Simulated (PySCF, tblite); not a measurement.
Isomers of C2H13NOSi4. All values are computed: GFN2-xTB (tblite) harmonic vibrations without scaling, gas phase. The method is semi-empirical: single wavenumbers can be off by several per cent or more. Modes of hydrogen on silicon can be 10 to 20 % off. One conformer each.

Electronic energies: PBE0/pcSseg-1 single points on the GFN2-xTB geometries (PySCF, gas phase).

| SMILES | electronic energy, lowest = 0 (kJ/mol) |
| --- | --- |
| CC(=O)N[Si@@H]([SiH3])[SiH2][SiH3] | 0.0 |
| C[SiH2][Si@H](N[SiH3])[SiH2]C=O | 46.9 |
| C[SiH2][Si@H]([SiH2]N)[SiH2]C=O | 57.7 |
| O=CC([SiH3])([SiH3])[SiH2]N[SiH3] | 34.5 |
| O=C(C[SiH3])[SiH2]N([SiH3])[SiH3] | 14.2 |

Problem. How do GFN2-xTB zero-point energies change the relative energies?

Solution. 
| SMILES | ZPE (kJ/mol) | of it from modes above 1550 cm⁻¹ | electronic (kJ/mol) | with ZPE, lowest = 0 (kJ/mol) | lowest mode (cm⁻¹) | rings |
| --- | --- | --- | --- | --- | --- | --- |
| CC(=O)N[Si@@H]([SiH3])[SiH2][SiH3] | 355.4 | 202.2 | 0.0 | 0.0 | 8 | 0 |
| O=C(C[SiH3])[SiH2]N([SiH3])[SiH3] | 345.3 | 193.3 | 14.2 | 4.2 | 22 | 0 |
| O=CC([SiH3])([SiH3])[SiH2]N[SiH3] | 341.0 | 195.5 | 34.5 | 20.2 | 31 | 0 |
| C[SiH2][Si@H](N[SiH3])[SiH2]C=O | 353.8 | 205.9 | 46.9 | 45.3 | 24 | 0 |
| C[SiH2][Si@H]([SiH2]N)[SiH2]C=O | 359.6 | 212.7 | 57.7 | 61.9 | 11 | 0 |

The zero-point energies span 18.6 kJ/mol, from `O=CC([SiH3])([SiH3])[SiH2]N[SiH3]` to `C[SiH2][Si@H]([SiH2]N)[SiH2]C=O`. The order is unchanged.

Problem. And how do the electronic energies of GFN2-xTB itself compare?

Solution. `CC(=O)N[Si@@H]([SiH3])[SiH2][SiH3]` 118.2; `O=C(C[SiH3])[SiH2]N([SiH3])[SiH3]` 0.0; `O=CC([SiH3])([SiH3])[SiH2]N[SiH3]` 70.8; `C[SiH2][Si@H](N[SiH3])[SiH2]C=O` 203.5; `C[SiH2][Si@H]([SiH2]N)[SiH2]C=O` 326.9 kJ/mol, lowest = 0. Against the energies above, taken from the same isomer `CC(=O)N[Si@@H]([SiH3])[SiH2][SiH3]`, the largest difference is 151.0 kJ/mol.
